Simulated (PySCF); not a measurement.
PySCF 2.14 output of an unrestricted PBE calculation on a single atom or ion in x2c-TZVPPall (6s5p4d2f1g, 64 functions), with scalar relativity by spin-free X2C-1e:

```
SCF conv_tol = 1e-09
number electrons alpha = 12  beta = 9
    J. P. Perdew, K. Burke, and M. Ernzerhof.,  Phys. Rev. Lett. 77, 3865 (1996)
    J. P. Perdew, K. Burke, and M. Ernzerhof.,  Phys. Rev. Lett. 78, 1396 (1997)
    J. P. Perdew, K. Burke, and M. Ernzerhof.,  Phys. Rev. Lett. 77, 3865 (1996)
    J. P. Perdew, K. Burke, and M. Ernzerhof.,  Phys. Rev. Lett. 78, 1396 (1997)
cycle= 1 E= -947.748600381915  delta_E= -0.00733  |g|= 0.024  |ddm|= 0.184
cycle= 2 E= -947.748699421554  delta_E= -9.9e-05  |g|= 0.0101  |ddm|= 0.0329
cycle= 3 E= -947.748737889568  delta_E= -3.85e-05  |g|= 0.00234  |ddm|= 0.0181
cycle= 4 E= -947.748738956113  delta_E= -1.07e-06  |g|= 0.000774  |ddm|= 0.000714
cycle= 5 E= -947.748739082298  delta_E= -1.26e-07  |g|= 0.000183  |ddm|= 0.000364
cycle= 6 E= -947.748739090126  delta_E= -7.83e-09  |g|= 3.33e-05  |ddm|= 0.000114
cycle= 7 E= -947.748739090369  delta_E= -2.43e-10  |g|= 4.59e-07  |ddm|= 1.45e-05
converged SCF energy = -947.748739090369  <S^2> = 3.7503455  2S+1 = 4.0001727
```

The run itself started from symmetry-adapted Hartree-Fock orbitals and held the occupation by maximum overlap, on a logarithmic radial grid, so the iterations belong to that start.

Task: Which element, charge and spin multiplicity is this?

Result: V²⁺ (vanadium, charge +2), multiplicity 4; the state was [Ar] 3d2 4p1, one real determinant (an excited configuration).

⟨L²⟩ = 13.93 against 20 for a pure G term, so this real determinant mixes terms.
